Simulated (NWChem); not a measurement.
System: C2H5FOSi; SMILES FC(=C)[SiH2]O

NWChem input:

```
start job
memory heap 200 mb stack 900 mb global 1100 mb
geometry units angstroms noautoz
  C      0.746009     1.966151     0.350898
  C      0.074087     0.954686    -0.197585
  F     -1.091766     1.220597    -0.868758
  Si     0.535075    -0.869522    -0.199809
  O     -0.533318    -1.803972     0.670779
  H      0.398786     2.992974     0.272120
  H      1.665078     1.777305     0.894615
  H      1.846791    -1.008550     0.471487
  H      0.599380    -1.306523    -1.621856
  H     -1.437489    -1.859751     0.331377
end
basis spherical
  * library def2-svp
end
dft
  xc xperdew91 perdew91
  iterations 150
  mulliken
end
task dft energy
```

Excerpt of the output:

```
             Northwest Computational Chemistry Package (NWChem) 7.3.0
             --------------------------------------------------------

 C1  symmetry detected

                             Geometry "geometry" -> ""
                             -------------------------

 Output coordinates in angstroms (scale by  1.889725989 to convert to a.u.)

  No.       Tag          Charge          X              Y              Z
 ---- ---------------- ---------- -------------- -------------- --------------
    1 C                    6.0000     0.96858455     1.80712160     0.40261141
    2 C                    6.0000     0.06835224     0.90836350     0.00613962
    3 F                    9.0000    -1.23829467     1.29869453    -0.13777225
    4 Si                  14.0000     0.35721816    -0.89989209    -0.42631604
    5 O                    8.0000    -0.38729092    -1.94245655     0.63733308
    6 H                    1.0000     0.69536478     2.83930752     0.60528957
    7 H                    1.0000     2.00555081     1.51758579     0.53241437
    8 H                    1.0000     1.80887195    -1.16758858    -0.31858564
    9 H                    1.0000    -0.13508355    -1.10504140    -1.81659496
   10 H                    1.0000    -1.35439952    -1.92728288     0.65468067

 Effective nuclear repulsion energy (a.u.)     223.2947131808

  perdew91 is a nonlocal functional; adding pw91lda local functional.

                                 NWChem DFT Module
                                 -----------------

 Summary of "ao basis" -> "ao basis" (spherical)
 ------------------------------------------------------------------------------
       Tag                 Description            Shells   Functions and Types
 ---------------- ------------------------------  ------  ---------------------
 C                          def2-svp                 6       14   3s2p1d
 F                          def2-svp                 6       14   3s2p1d
 Si                         def2-svp                 8       18   4s3p1d
 O                          def2-svp                 6       14   3s2p1d
 H                          def2-svp                 3        5   2s1p

            General Information
            -------------------
          SCF calculation type: DFT
          Wavefunction type:  closed shell.
          No. of atoms     :    10
          No. of electrons :    48
           Alpha electrons :    24
            Beta electrons :    24
          Charge           :     0
          Spin multiplicity:     1
          Use of symmetry is: off; symmetry adaption is: off
          Maximum number of iterations: 150
          AO basis - number of functions:    99
                     number of shells:    47
          Convergence on energy requested:  1.00D-06
          Convergence on density requested:  1.00D-05
          Convergence on gradient requested:  5.00D-04

              XC Information
              --------------
                 Perdew 1991   Exchange Functional  1.000
                Perdew 1991 Correlation Functional  1.000 non-local
            Perdew 1991 LDA Correlation Functional  1.000 local

             Grid Information
             ----------------
          Grid used for XC integration:  medium
          Radial quadrature: Mura-Knowles
          Angular quadrature: Lebedev.
          Tag              B.-S. Rad. Rad. Pts. Rad. Cut. Ang. Pts.
          ---              ---------- --------- --------- ---------
          C                   0.70       49          11.0       434
          F                   0.50       49          10.0       434
          Si                  1.10       88          11.0       590
          O                   0.60       49          12.0       434
          H                   0.35       45          12.0       434
          Grid pruning is: on
          Number of quadrature shells:   509
          Spatial weights used:  Erf1

      Superposition of Atomic Density Guess
      -------------------------------------

 Sum of atomic energies:        -540.46822567

      Non-variational initial energy
      ------------------------------

 Total energy =    -542.412711
 1-e energy   =   -1189.817243
 2-e energy   =     424.109818
 HOMO         =      -0.312549
 LUMO         =      -0.003563

     ---------------------------------------------
      Total Density - Mulliken Population Analysis
     ---------------------------------------------

    Atom       Charge   Shell Charges
 -----------   ------   -------------------------------------------------------
    1 C    6     6.30   1.99  0.97  0.26  2.04  1.02  0.02
    2 C    6     5.76   1.99  0.96  0.32  1.64  0.78  0.06
    3 F    9     9.41   1.99  1.14  0.78  3.43  2.06  0.00
    4 Si  14    13.14   2.00  1.99  0.96  0.21  5.93  1.04  0.78  0.22
    5 O    8     8.78   1.99  1.10  0.64  3.09  1.95  0.00
    6 H    1     0.89   0.66  0.20  0.03
    7 H    1     0.88   0.66  0.20  0.03
    8 H    1     1.10   0.70  0.38  0.01
    9 H    1     1.10   0.71  0.38  0.01
   10 H    1     0.65   0.52  0.07  0.06

   convergence    iter        energy       DeltaE   RMS-Dens  Diis-err
 ---------------- ----- ----------------- --------- --------- ---------
 d= 0,ls=0.0,diis     1   -543.2895183812 -7.67D+02  1.98D-02  9.20D-01
 d= 0,ls=0.0,diis     2   -543.0348113559  2.55D-01  1.33D-02  3.54D+00
 d= 0,ls=0.0,diis     3   -543.3881908104 -3.53D-01  2.36D-03  5.96D-02
 d= 0,ls=0.0,diis     4   -543.3931071958 -4.92D-03  1.16D-03  1.41D-02
 d= 0,ls=0.0,diis     5   -543.3941731752 -1.07D-03  4.91D-04  4.30D-03
  Resetting Diis
 d= 0,ls=0.0,diis     6   -543.3945797906 -4.07D-04  1.50D-04  2.98D-04
 d= 0,ls=0.0,diis     7   -543.3946200805 -4.03D-05  1.02D-04  2.59D-05
 d= 0,ls=0.0,diis     8   -543.3946062278  1.39D-05  7.74D-05  1.36D-04
 d= 0,ls=0.0,diis     9   -543.3946228788 -1.67D-05  1.38D-05  2.46D-06
 d= 0,ls=0.0,diis    10   -543.3946231808 -3.02D-07  3.31D-06  2.17D-07

         Total DFT energy =     -543.394623180846
      One electron energy =    -1193.540252660618
           Coulomb energy =      479.415560765345
    Exchange-Corr. energy =      -52.564644466387
 Nuclear repulsion energy =      223.294713180814

 Numeric. integr. density =       47.999997087990

                       DFT Final Molecular Orbital Analysis
                       ------------------------------------

 Vector   22  Occ=2.000000D+00  E=-2.854264D-01
              MO Center=  1.1D-01, -8.7D-01, -1.2D-01, r^2= 3.7D+00
   Bfn.  Coefficient  Atom+Function         Bfn.  Coefficient  Atom+Function
  ----- ------------  ---------------      ----- ------------  ---------------
    66      0.321636   5 O  pz               85     -0.249875   8 H  s
    33     -0.233160   3 F  py               69      0.227879   5 O  pz
    86     -0.226607   8 H  s                90      0.202086   9 H  s
    91      0.165852   9 H  s                36      0.164670   3 F  py
    19     -0.152022   2 C  py               51      0.148509   4 Si py

 Vector   23  Occ=2.000000D+00  E=-2.587499D-01
              MO Center= -2.2D-01, -7.5D-01,  3.7D-02, r^2= 3.5D+00
   Bfn.  Coefficient  Atom+Function         Bfn.  Coefficient  Atom+Function
  ----- ------------  ---------------      ----- ------------  ---------------
    65      0.322184   5 O  py               66      0.320697   5 O  pz
    19      0.260718   2 C  py               17     -0.239580   2 C  s
    68      0.238779   5 O  py               69      0.238084   5 O  pz
    33      0.215387   3 F  py               90      0.198113   9 H  s
    91      0.162144   9 H  s                36     -0.151445   3 F  py

 Vector   24  Occ=2.000000D+00  E=-2.381360D-01
              MO Center=  3.0D-01,  1.3D+00,  1.8D-01, r^2= 2.2D+00
   Bfn.  Coefficient  Atom+Function         Bfn.  Coefficient  Atom+Function
  ----- ------------  ---------------      ----- ------------  ---------------
     6      0.397617   1 C  pz               20      0.329532   2 C  pz
    34      0.295131   3 F  pz                9      0.285164   1 C  pz
    37     -0.219978   3 F  pz               23      0.154120   2 C  pz
    65     -0.111915   5 O  py               19     -0.105192   2 C  py
    33     -0.095145   3 F  py                5     -0.091654   1 C  py

 Vector   25  Occ=0.000000D+00  E=-5.274369D-02
              MO Center=  3.9D-01,  7.0D-01,  8.1D-02, r^2= 3.6D+00
   Bfn.  Coefficient  Atom+Function         Bfn.  Coefficient  Atom+Function
  ----- ------------  ---------------      ----- ------------  ---------------
     9      0.472284   1 C  pz                6      0.383817   1 C  pz
    23     -0.359795   2 C  pz               20     -0.343891   2 C  pz
    63      0.317717   5 O  s                55     -0.297022   4 Si pz
    54      0.269056   4 Si py               91     -0.192125   9 H  s
    96     -0.176062  10 H  s                53      0.152132   4 Si px

 Vector   26  Occ=0.000000D+00  E= 3.872346D-03
              MO Center= -3.7D-01, -5.0D-01, -6.0D-02, r^2= 4.9D+00
   Bfn.  Coefficient  Atom+Function         Bfn.  Coefficient  Atom+Function
  ----- ------------  ---------------      ----- ------------  ---------------
    53      0.641466   4 Si px               63      0.627617   5 O  s
    96     -0.549770  10 H  s                86     -0.428365   8 H  s
    23      0.316437   2 C  pz               76      0.250848   6 H  s
    20      0.241894   2 C  pz                9     -0.233974   1 C  pz
    91      0.208846   9 H  s                55     -0.198210   4 Si pz

[...]
```

Level: PW91/def2-SVP. Geometry: optimised at B3LYP/6-31G* (spherical d).
